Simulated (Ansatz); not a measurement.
Steps of a relaxation of `C[C@]1(Cl)[SiH2][C@@H]1F` with RKS PBE0-D4/def2-TZVP.

```sh
$ ansatz run in.yaml --threads 2 --pin off --events-out ev --progress --plain --max-ram 22528MiB --backend cuda --devices 0, --max-vram 18GiB
```

```yaml
crystal:
  periodic: [false, false, false]
  atoms:
    - {symbol: C, position_ang: [-0.871093, -1.216440, -0.280272]}
    - {symbol: C, position_ang: [0.149370, -0.124444, -0.527352]}
    - {symbol: Cl, position_ang: [0.765043, -0.125818, -2.222737]}
    - {symbol: Si, position_ang: [1.282367, 0.421239, 0.906191]}
    - {symbol: C, position_ang: [-0.186683, 1.261497, 0.029134]}
    - {symbol: F, position_ang: [-1.432794, 1.431979, 0.582617]}
    - {symbol: H, position_ang: [-1.749150, -1.075926, -0.945234]}
    - {symbol: H, position_ang: [-1.235283, -1.185041, 0.766399]}
    - {symbol: H, position_ang: [-0.433837, -2.214884, -0.472948]}
    - {symbol: H, position_ang: [2.652324, 0.953253, 0.639381]}
    - {symbol: H, position_ang: [1.058104, -0.275585, 2.209703]}
    - {symbol: H, position_ang: [0.078633, 2.095070, -0.650882]}
basis:
  gaussian: {orbitals: def2-TZVP}
hamiltonian: {xc: pbe0, dispersion: d4}
relax: {f_tol: 0.005, max_steps: 150}
```

Positions (Å) and forces (eV/Å) along the path, 9 of 9 steps:

```xyz
12
step=1 energy=-26313.8000 eV
C    -0.871   -1.216   -0.280   -0.164   -0.159   -0.034
C     0.149   -0.124   -0.527    0.151    0.013    0.087
Cl    0.765   -0.126   -2.223   -0.229    0.027    0.519
Si    1.282    0.421    0.906   -0.442    0.021   -0.356
C    -0.187    1.261    0.029    0.398    0.128   -0.121
F    -1.433    1.432    0.583    0.324   -0.044   -0.217
H    -1.749   -1.076   -0.945    0.428   -0.076    0.330
H    -1.235   -1.185    0.766    0.200    0.004   -0.489
H    -0.434   -2.215   -0.473   -0.200    0.516    0.093
H     2.652    0.953    0.639   -0.298   -0.115    0.071
H     1.058   -0.276    2.210    0.064    0.149   -0.288
H     0.079    2.095   -0.651   -0.231   -0.464    0.405
12
step=2 energy=-26313.8478 eV
C    -0.865   -1.212   -0.277   -0.052   -0.019    0.020
C     0.152   -0.127   -0.520    0.170    0.063   -0.112
Cl    0.744   -0.116   -2.211   -0.080   -0.020    0.272
Si    1.272    0.417    0.903   -0.290    0.035   -0.255
C    -0.177    1.258    0.028    0.151   -0.053    0.048
F    -1.426    1.429    0.562    0.096    0.011   -0.043
H    -1.737   -1.071   -0.929    0.128   -0.016    0.098
H    -1.216   -1.183    0.762    0.047   -0.014   -0.135
H    -0.431   -2.197   -0.473   -0.052    0.144    0.029
H     2.631    0.944    0.646   -0.066   -0.031    0.020
H     1.051   -0.276    2.193    0.013    0.038   -0.067
H     0.081    2.077   -0.649   -0.065   -0.137    0.126
12
step=3 energy=-26313.8563 eV
C    -0.861   -1.206   -0.275   -0.010    0.008    0.016
C     0.153   -0.125   -0.524    0.096   -0.023   -0.091
Cl    0.755   -0.126   -2.198   -0.047    0.015    0.063
Si    1.260    0.415    0.890   -0.025   -0.007   -0.001
C    -0.177    1.256    0.030    0.016    0.013    0.037
F    -1.422    1.429    0.565   -0.023   -0.004   -0.005
H    -1.732   -1.067   -0.919   -0.029    0.001   -0.016
H    -1.205   -1.180    0.761   -0.008   -0.003    0.019
H    -0.428   -2.186   -0.473    0.010   -0.029   -0.005
H     2.616    0.937    0.639    0.017    0.009    0.000
H     1.040   -0.276    2.176   -0.002   -0.009    0.019
H     0.078    2.074   -0.638    0.004    0.028   -0.037
12
step=4 energy=-26313.8569 eV
C    -0.860   -1.206   -0.274   -0.008   -0.007    0.014
C     0.156   -0.126   -0.524    0.026   -0.004   -0.062
Cl    0.746   -0.120   -2.199   -0.003   -0.009    0.012
Si    1.260    0.415    0.892   -0.005    0.002    0.006
C    -0.174    1.255    0.029   -0.001    0.018    0.023
F    -1.422    1.426    0.560   -0.012    0.005    0.005
H    -1.733   -1.064   -0.916   -0.003    0.002   -0.002
H    -1.202   -1.181    0.763   -0.001   -0.002    0.004
H    -0.429   -2.187   -0.475    0.001   -0.006   -0.001
H     2.617    0.938    0.644    0.006    0.002    0.004
H     1.039   -0.276    2.178    0.001   -0.003    0.002
H     0.080    2.072   -0.643    0.000    0.003   -0.005
12
step=5 energy=-26313.8570 eV
C    -0.859   -1.206   -0.274   -0.005   -0.003    0.007
C     0.157   -0.126   -0.526    0.009    0.000   -0.020
Cl    0.746   -0.122   -2.201    0.000   -0.005   -0.001
Si    1.259    0.415    0.892   -0.001    0.000    0.003
C    -0.174    1.256    0.029   -0.003    0.004    0.006
F    -1.423    1.427    0.559   -0.003    0.003    0.001
H    -1.734   -1.063   -0.914    0.002    0.001    0.002
H    -1.199   -1.182    0.764    0.001    0.000    0.000
H    -0.430   -2.187   -0.476    0.000    0.002    0.000
H     2.617    0.939    0.647    0.000    0.001    0.003
H     1.037   -0.278    2.178    0.000   -0.001   -0.002
H     0.080    2.073   -0.643    0.001   -0.002    0.002
12
step=6 energy=-26313.8571 eV
C    -0.859   -1.206   -0.273    0.001   -0.001    0.000
C     0.158   -0.126   -0.528   -0.002    0.011    0.006
Cl    0.744   -0.123   -2.203    0.000   -0.002   -0.005
Si    1.258    0.414    0.891    0.002    0.000    0.001
C    -0.174    1.256    0.028   -0.005   -0.009   -0.001
F    -1.423    1.427    0.556    0.001    0.001   -0.003
H    -1.735   -1.062   -0.910    0.001    0.000    0.002
H    -1.195   -1.182    0.766    0.001    0.001   -0.001
H    -0.430   -2.187   -0.477   -0.001    0.002    0.000
H     2.616    0.941    0.651   -0.001    0.000    0.001
H     1.035   -0.281    2.176    0.000   -0.001   -0.002
H     0.081    2.074   -0.643    0.003   -0.001    0.002
12
step=7 energy=-26313.8571 eV
C    -0.858   -1.206   -0.272   -0.003    0.003   -0.001
C     0.158   -0.125   -0.529    0.000    0.012    0.007
Cl    0.742   -0.123   -2.204    0.000   -0.001   -0.004
Si    1.257    0.414    0.891    0.006   -0.001    0.000
C    -0.174    1.256    0.028   -0.009   -0.012   -0.002
F    -1.424    1.428    0.554    0.004    0.002   -0.003
H    -1.735   -1.063   -0.908    0.001    0.000    0.002
H    -1.193   -1.181    0.767    0.000    0.000   -0.002
H    -0.429   -2.187   -0.476    0.000    0.000    0.000
H     2.616    0.940    0.652   -0.003    0.002    0.002
H     1.033   -0.284    2.174    0.001   -0.001   -0.001
H     0.083    2.075   -0.642    0.002   -0.003    0.001
12
step=8 energy=-26313.8571 eV
C    -0.857   -1.205   -0.271   -0.001    0.002    0.001
C     0.158   -0.124   -0.531   -0.001    0.009    0.004
Cl    0.739   -0.124   -2.207    0.000    0.000   -0.003
Si    1.257    0.413    0.891    0.004    0.002    0.001
C    -0.174    1.256    0.027   -0.009   -0.009    0.002
F    -1.425    1.430    0.550    0.005    0.001   -0.004
H    -1.736   -1.064   -0.905    0.001    0.001    0.001
H    -1.189   -1.180    0.769    0.000   -0.001   -0.001
H    -0.428   -2.186   -0.475    0.000   -0.002   -0.001
H     2.614    0.944    0.657   -0.003   -0.001    0.000
H     1.032   -0.290    2.171    0.001    0.000    0.001
H     0.086    2.075   -0.641    0.003   -0.001    0.000
12
step=9 energy=-26313.8572 eV
C    -0.856   -1.205   -0.271    0.000    0.000   -0.001
C     0.158   -0.124   -0.532   -0.002    0.000    0.003
Cl    0.738   -0.125   -2.209    0.000    0.000    0.001
Si    1.256    0.413    0.891    0.002    0.000    0.000
C    -0.175    1.256    0.027   -0.005    0.000    0.001
F    -1.427    1.430    0.548    0.005   -0.001   -0.003
H    -1.736   -1.063   -0.904   -0.001    0.000    0.000
H    -1.188   -1.180    0.770    0.000    0.000    0.000
H    -0.428   -2.186   -0.475    0.000   -0.001   -0.001
H     2.613    0.946    0.658   -0.001    0.001   -0.001
H     1.033   -0.292    2.170    0.000    0.000    0.000
H     0.088    2.074   -0.640    0.001    0.001    0.000
```

Run time 19 s (2 threads of an AMD EPYC 7R13 on a shared host and a share of an NVIDIA H100 80 GB); peak host memory 0.9 GiB.
